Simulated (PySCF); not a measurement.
**Excitation energy of Ga⁺ by level of theory**

Ga⁺ [Ar] 3d10 4s2 (1S) → Ga⁺ [Ar] 3d9 4s2 4p1 (high-spin determinant), as a difference of total energies. All numbers are calculated (PySCF 2.14, scalar relativity through the core potential, in aug-cc-pwCVTZ-PP with ECP10MDF). Correlated levels: valence and next inner shell: nothing frozen outside the core potential. The calculations carry no spin-orbit coupling.

```json
{"method": "UHF", "excitation energy (eV)": "18.914"}
{"method": "LDA", "excitation energy (eV)": "21.565"}
{"method": "PBE", "excitation energy (eV)": "20.935"}
{"method": "PBE0", "excitation energy (eV)": "20.611"}
{"method": "r2SCAN", "excitation energy (eV)": "20.330"}
{"method": "r2SCANh", "excitation energy (eV)": "20.272"}
{"method": "M06-L", "excitation energy (eV)": "20.779"}
{"method": "B97-3", "excitation energy (eV)": "20.788"}
{"method": "wB97X", "excitation energy (eV)": "20.784"}
{"method": "MP2 (valence and next inner shell)", "excitation energy (eV)": "21.502"}
{"method": "SCS-MP2 (valence and next inner shell)", "excitation energy (eV)": "21.181"}
```

Problem. How much does correlation contribute at MP2 (valence and next inner shell)?

Solution. 21.502 − (18.914) = 2.588 eV, measured against UHF.

The upper state lies above the first ionisation limit, where it may autoionise and the basis confines it.

The determinant of the upper state mixes LS terms, which raises its energy above the lowest term, most at the Hartree-Fock and MP2 levels.
